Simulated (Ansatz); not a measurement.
`C[O+]1[BH2-][O+](C)[BH2-]1`. The species carries charge 0 and has multiplicity 1.

Cartesian coordinates in Å:
```
C -1.821 1.323 -0.105
O -0.589 0.950 0.487
B 0.683 0.848 -0.376
O 1.067 -0.411 0.424
C 1.642 -1.524 -0.236
B -0.371 -0.496 0.971
H -1.738 2.353 -0.450
H -2.054 0.664 -0.945
H -2.601 1.253 0.653
H 0.408 0.566 -1.521
H 1.442 1.763 -0.204
H 1.004 -1.850 -1.061
H 1.758 -2.331 0.488
H 2.621 -1.231 -0.615
H -1.035 -1.274 0.323
H -0.414 -0.603 2.167
```

Question: What are the harmonic wavenumbers in cm⁻¹ at PBE0-D4/def2-TZVP (Ansatz, finite differences of forces, unscaled)? (Best estimate.)

Answer: Computed: 80, 159, 163, 249, 275, 291, 314, 518, 657, 691, 820, 873, 877, 908, 919, 982, 1109, 1113, 1186, 1188, 1196, 1199, 1223, 1227, 1232, 1253, 1475, 1476, 1490, 1490, 1490, 1492, 2479, 2498, 2578, 2586, 3053, 3054, 3139, 3139, 3160, 3160.

Question: Is this a minimum?

Answer: Yes, all 42 modes are real.

Question: Give the ideal-gas thermochemistry at 298.15 K and 1 bar (rigid rotor, harmonic oscillator; point group C2v, symmetry number 2).

Answer: Zero-point energy 349.7 kJ/mol; H(298) − E = 372.2 kJ/mol; entropy 343.6 J/(mol·K), of which translation 164.7, rotation 104.8, vibration 74.2; G(298) − E = 269.7 kJ/mol. Modes under 100 cm⁻¹ are hindered rotations or soft bends, so the harmonic entropy is rough.

Question: Rotational constants (cm⁻¹)?

Answer: 0.2872, 0.07815, 0.07075.
